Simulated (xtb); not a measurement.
Input for xtb: GFN2-xTB on H2O (SMILES O).

```
$ xtb mol.xyz --gfn 2 --sp --chrg 0 --uhf 0
3

O     -0.00000000     0.00000000     0.38961139
H      0.00000000     0.76498632    -0.19485569
H      0.00000000    -0.76498632    -0.19485569
```

The log:

```
[...]
           -------------------------------------------------
          |                Calculation Setup                |
           -------------------------------------------------



           -------------------------------------------------
          |                 G F N 2 - x T B                 |
           -------------------------------------------------

        Reference                      10.1021/acs.jctc.8b01176
      * Hamiltonian:
        H0-scaling (s, p, d)           1.850000    2.230000    2.230000
        zeta-weighting                 0.500000
      * Dispersion:
        s8                             2.700000
        a1                             0.520000
        a2                             5.000000
        s9                             5.000000
      * Repulsion:
        kExp                           1.500000    1.000000
        rExp                           1.000000
      * Coulomb:
        alpha                          2.000000
        third order                    shell-resolved
        anisotropic                    true
        a3                             3.000000
        a5                             4.000000
        cn-shift                       1.200000
        cn-exp                         4.000000
        max-rad                        5.000000


          ...................................................
          :                      SETUP                      :
          :.................................................:
          :  # basis functions                   6          :
          :  # atomic orbitals                   6          :
          :  # shells                            4          :
          :  # electrons                         8          :
          :  max. iterations                   250          :
          :  Hamiltonian                  GFN2-xTB          :
          :  restarted?                      false          :
          :  GBSA solvation                  false          :
          :  PC potential                    false          :
          :  electronic temp.          300.0000000     K    :
          :  accuracy                    1.0000000          :
          :  -> integral cutoff          0.2500000E+02      :
          :  -> integral neglect         0.1000000E-07      :
          :  -> SCF convergence          0.1000000E-05 Eh   :
          :  -> wf. convergence          0.1000000E-03 e    :
          :  Broyden damping             0.4000000          :
          :  net charge                          0          :
          :  unpaired electrons                  0          :
          ...................................................

 iter      E             dE          RMSdq      gap      omega  full diag
   1     -5.1021717 -0.510217E+01  0.421E+00   14.75       0.0  T
   2     -5.1034750 -0.130337E-02  0.242E+00   14.46       1.0  T
   3     -5.1037101 -0.235064E-03  0.384E-01   14.24       1.0  T
   4     -5.1037710 -0.608971E-04  0.885E-02   14.39       1.0  T
   5     -5.1037738 -0.276093E-05  0.570E-02   14.34       1.0  T
   6     -5.1037757 -0.193311E-05  0.129E-03   14.36      44.8  T
   7     -5.1037757 -0.402420E-09  0.982E-04   14.36      58.8  T
   8     -5.1037757 -0.582977E-09  0.195E-05   14.36    2953.5  T

   *** convergence criteria satisfied after 8 iterations ***

         #    Occupation            Energy/Eh            Energy/eV
      -------------------------------------------------------------
         1        2.0000           -0.6805504             -18.5187
         2        2.0000           -0.5665844             -15.4175
         3        2.0000           -0.5135349             -13.9740
         4        2.0000           -0.4469670             -12.1626 (HOMO)
         5                          0.0808013               2.1987 (LUMO)
         6                          0.2380526               6.4777
      -------------------------------------------------------------
                  HL-Gap            0.5277683 Eh           14.3613 eV
             Fermi-level           -0.1830828 Eh           -4.9819 eV

 SCC (total)                   0 d,  0 h,  0 min,  0.001 sec
 SCC setup                      ...        0 min,  0.000 sec (  8.444%)
 Dispersion                     ...        0 min,  0.000 sec (  2.316%)
 classical contributions        ...        0 min,  0.000 sec (  1.335%)
 integral evaluation            ...        0 min,  0.000 sec (  6.493%)
 iterations                     ...        0 min,  0.001 sec ( 61.860%)
 molecular gradient             ...        0 min,  0.000 sec ( 11.678%)
 printout                       ...        0 min,  0.000 sec (  7.285%)

         :::::::::::::::::::::::::::::::::::::::::::::::::::::
         ::                     SUMMARY                     ::
         :::::::::::::::::::::::::::::::::::::::::::::::::::::
         :: total energy              -5.070450275136 Eh    ::
         :: gradient norm              0.008288796259 Eh/a0 ::
         :: HOMO-LUMO gap             14.361305989711 eV    ::
         ::.................................................::
         :: SCC energy                -5.103775705825 Eh    ::
         :: -> isotropic ES            0.031409183286 Eh    ::
         :: -> anisotropic ES          0.000565916807 Eh    ::
         :: -> anisotropic XC         -0.000794302046 Eh    ::
         :: -> dispersion             -0.000141287509 Eh    ::
         :: repulsion energy           0.033325430690 Eh    ::
         :: add. restraining           0.000000000000 Eh    ::
         :: total charge               0.000000000000 e     ::
         :::::::::::::::::::::::::::::::::::::::::::::::::::::

           -------------------------------------------------
          |                Property Printout                |
           -------------------------------------------------

    * Orbital Energies and Occupations

         #    Occupation            Energy/Eh            Energy/eV
      -------------------------------------------------------------
         1        2.0000           -0.6805504             -18.5187
         2        2.0000           -0.5665844             -15.4175
         3        2.0000           -0.5135349             -13.9740
         4        2.0000           -0.4469670             -12.1626 (HOMO)
         5                          0.0808013               2.1987 (LUMO)
         6                          0.2380526               6.4777
      -------------------------------------------------------------
                  HL-Gap            0.5277683 Eh           14.3613 eV
             Fermi-level           -0.1830828 Eh           -4.9819 eV

     #   Z          covCN         q      C6AA      α(0)
     1   8 O        1.610    -0.563    24.315     6.655
     2   1 H        0.805     0.281     0.780     1.387
     3   1 H        0.805     0.281     0.780     1.387

 Mol. C6AA /au·bohr⁶  :         44.525131
 Mol. C8AA /au·bohr⁸  :        795.341129
 Mol. α(0) /au        :          9.428973


Wiberg/Mayer (AO) data.
largest (>0.10) Wiberg bond orders for each atom

 ---------------------------------------------------------------------------
     #   Z sym  total        # sym  WBO       # sym  WBO       # sym  WBO
 ---------------------------------------------------------------------------
     1   8 O    1.841 --     3 H    0.921     2 H    0.921
     2   1 H    0.921 --     1 O    0.921
     3   1 H    0.921 --     1 O    0.921
 ---------------------------------------------------------------------------

Topologies differ in total number of bonds
Writing topology from bond orders to xtbtopo.mol

molecular dipole:
                 x           y           z       tot (Debye)
 q only:        0.000       0.000      -0.622
   full:        0.000       0.000      -0.889       2.259
Note: The following floating-point exceptions are signalling: IEEE_DENORMAL
normal termination of xtb
molecular quadrupole (traceless):
                xx          xy          yy          xz          yz          zz
 q only:       -0.474       0.000       1.291       0.000      -0.000      -0.817
  q+dip:       -0.547       0.000       1.703      -0.000      -0.000      -1.156
   full:       -0.807       0.000       1.913      -0.000      -0.000      -1.105


           -------------------------------------------------
          | TOTAL ENERGY               -5.070450275136 Eh   |
          | GRADIENT NORM               0.008288796259 Eh/α |
          | HOMO-LUMO GAP              14.361305989711 eV   |
           -------------------------------------------------

------------------------------------------------------------------------
------------------------------------------------------------------------
 total:
 SCF:
```

The run finished.

Cost: very roughly 0.03 core-seconds.
